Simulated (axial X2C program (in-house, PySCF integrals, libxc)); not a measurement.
**BeI⁻: bond constants with and without spin–orbit coupling**

All values were computed with an in-house relativistic program for diatomic molecules. Spin-free means the one-electron spin-free X2C Hamiltonian; two-component (2c) means X2C with spin–orbit coupling and atomic mean-field two-electron Coulomb and Gaunt terms, so the difference of the two also holds small scalar two-electron terms. Basis: I dyall-acv3z [12s13p9d5f1g], Be dyall-av3z [9s9p4d2f] (cores contracted in-house); Gaussian nuclei, density fitting, unrestricted open shells. Masses: I 126.904 u, Be 9.012 u.

State, spin-free: M_S = 0, Λ = 0 (closed shell); electrons by block: σα: 13, σβ: 13, π+α: 6, π+β: 6, π-α: 6, π-β: 6, δ+α: 2, δ+β: 2, δ-α: 2, δ-β: 2. Fragments: I- + Be.

State, 2c: Ω = 0 (closed shell); electrons by block: 1/2: 19, -1/2: 19, 3/2: 8, -3/2: 8, 5/2: 2, -5/2: 2. Fragments: I- + Be.

```
Hamiltonian      level  Re (Å)  ωe (cm⁻¹)  Be (cm⁻¹)  αe (cm⁻¹)  De (eV)  μ (D)
  spin-free       PBE0   2.464      309.2     0.3301    0.00588    0.909  -7.75
  spin-free         HF   2.555      243.2     0.3069    0.00877    0.439  -7.63
  spin-free        MP2   2.446      316.2     0.3348    0.00669    0.797    n/a
  spin-free       CCSD   2.485      289.1     0.3245    0.00752    0.679    n/a
  spin-free    CCSD(T)   2.472      299.3     0.3277    0.00713    0.748    n/a
  spin-free  BHandHLYP   2.480      288.9     0.3258    0.00699    0.680  -7.65
         2c       PBE0   2.467      307.2     0.3292    0.00587    0.908  -7.74
         2c         HF   2.560      241.0     0.3058    0.00876    0.436  -7.61
         2c        MP2   2.449      314.2      0.334    0.00668    0.795    n/a
         2c       CCSD   2.488      286.8     0.3236    0.00752    0.676    n/a
         2c    CCSD(T)   2.476      297.2     0.3269    0.00713    0.745    n/a
         2c  BHandHLYP   2.484      286.6     0.3247    0.00698    0.678  -7.64
```

Correlated methods: 10 electrons correlated (number of frozen shells: I 4 s, 3 p, 2 d; Be 1 s), 288 virtual spin orbitals or spinors in MP2, 90 natural virtuals in coupled cluster.

Dipoles are positive if Be is the positive end and refer to the centre of mass.

The state is one determinant whose occupation by symmetry is held fixed; it was picked as the lowest of a PBE0 search that is not exhaustive. Dissociation energies refer to the lowest single-determinant-based atoms at the same level and basis. Coupled cluster ran in a truncated set of natural virtual spinors; the MP2 energy of the rest was added. (T) has no such correction and the atoms are truncated less, which lowers De at CCSD(T) by a hundredth of an eV or more. The highest occupied level of some functionals is positive through self-interaction error; at Hartree–Fock it is bound. Hartree–Fock gets electron affinities wrong, so its lowest charge split need not be the true one.

Rough cost a point (2c) on 1 thread(s) of a shared host, integrals apart: PBE0 1.2 s, HF 0.8 s, CCSD(T) 8 s, BHandHLYP 1.2 s.

The whole task took 3.9 min on 1 thread of Arm Neoverse V1, with other jobs on the host.
